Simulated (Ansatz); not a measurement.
System: C₄H₁₀N, net charge 0, doublet state. It need not be the lowest isomer of its formula. SMILES: CC(C)[CH]N
Geometry from a B3LYP-D3(BJ)/def2-TZVP (Ansatz, a first-principles code) optimisation:
```xyz
15

C     -0.5525     1.4004    -0.5378
C     -0.4043    -0.1193    -0.3246
C     -1.7130    -0.7250     0.1849
C      0.7279    -0.4554     0.5909
N      2.0283    -0.2023     0.1459
H      0.3839     1.8381    -0.8852
H     -0.8238     1.8904     0.4006
H     -1.3315     1.6197    -1.2728
H     -0.1854    -0.5638    -1.3067
H     -1.6374    -1.8094     0.2768
H     -2.5408    -0.4921    -0.4876
H     -1.9627    -0.3211     1.1699
H      0.5829    -0.3478     1.6605
H      2.2060    -0.4704    -0.8129
H      2.7618    -0.5316     0.7557
```
Charge 0, spin multiplicity 2.

Atomisation energy built up term by term with Ansatz (kcal/mol; UHF references for open shells; valence terms freeze the core; atomic spin-orbit terms are left out). Basis-set limits of correlation are two-point, X^-3; Hartree-Fock from the larger set.

| term | basis | kcal/mol |
|---|---|---|
| Hartree-Fock | cc-pVQZ | 1014.37 |
| CCSD correlation | CBS(cc-pVTZ,cc-pVQZ) | 333.30 |
| (T) | CBS(cc-pVTZ,cc-pVQZ) | 18.75 |
| core correlation | cc-pwCVTZ | 5.21 |
| scalar relativity (X2C) | cc-pVTZ-DK against cc-pVTZ | -1.03 |
| sum: De |  | 1370.6 |

(T) makes 1.4 % of the CCSD(T) atomisation energy; under 5 % is typical of single-reference molecules.
